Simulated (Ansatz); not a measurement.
Relaxation of H9NO2Si2 (14 atoms, charge 0, multiplicity 1), to a largest force component of 0.03 eV/Å in at most 50 steps.

Theory: UKS PBE/def2-SVP (Ansatz).

```xyz
14
Properties=species:S:1:pos:R:3:forces:R:3
Si -1.825 -0.666 -0.303 0.00 -0.31 0.64
O -1.170 -1.297 1.187 -0.06 0.32 -0.76
H -1.422 -1.699 -1.305 0.01 0.03 0.04
H -3.318 -0.579 -0.102 0.04 0.00 -0.02
N -1.354 0.898 -0.879 0.10 0.04 0.10
H 0.937 -1.201 0.380 -0.31 -0.09 0.20
O 1.255 -0.619 -0.335 0.30 0.11 -0.10
Si 2.381 0.539 0.149 -0.01 -0.01 0.01
H -1.554 -0.881 1.980 0.04 0.00 -0.05
H -1.717 1.749 -0.438 0.01 -0.07 -0.06
H -0.370 1.009 -1.150 -0.12 -0.01 0.01
H 2.358 1.599 -0.915 0.01 -0.01 -0.01
H 2.023 1.168 1.474 0.00 -0.02 0.00
H 3.775 -0.020 0.257 0.00 0.00 0.00
```

Question: Where does it end, and by what steps?

Answer: The forces met the threshold. After 18 steps the energy has fallen by 0.171 eV; H12 moved furthest, 0.94 Å.

```tsv
step	energy less start (eV)	largest force component (eV/Å)	accepted
0	0.0000	0.758	yes
1	-0.0776	0.768	yes
2	-0.1087	0.984	yes
3	-0.1036	0.541	no
4	-0.1455	0.102	yes
5	-0.1527	0.087	yes
6	-0.1564	0.200	yes
7	-0.1590	0.071	yes
8	-0.1616	0.077	yes
9	-0.1637	0.060	yes
10	-0.1651	0.069	yes
11	-0.1660	0.059	yes
12	-0.1675	0.040	yes
13	-0.1682	0.070	yes
14	-0.1687	0.060	yes
15	-0.1696	0.043	yes
16	-0.1705	0.036	yes
17	-0.1708	0.042	yes
18	-0.1710	0.027	yes
```

```xyz
14
Properties=species:S:1:pos:R:3
Si -1.972 -0.735 -0.288
O -0.826 -1.322 0.853
H -1.863 -1.751 -1.377
H -3.321 -0.692 0.371
N -1.670 0.843 -0.923
H 0.723 -0.850 0.073
O 1.359 -0.359 -0.509
Si 2.520 0.553 0.284
H -0.904 -0.928 1.742
H -1.971 1.673 -0.406
H -0.759 1.001 -1.369
H 3.246 1.342 -0.768
H 1.916 1.518 1.283
H 3.522 -0.292 1.034
```

Whether the end is a true minimum wasn't checked by a vibrational analysis.

Run time: 73 s on 4 threads of Arm Neoverse N1, on a shared host, peak memory 0.2 GiB.
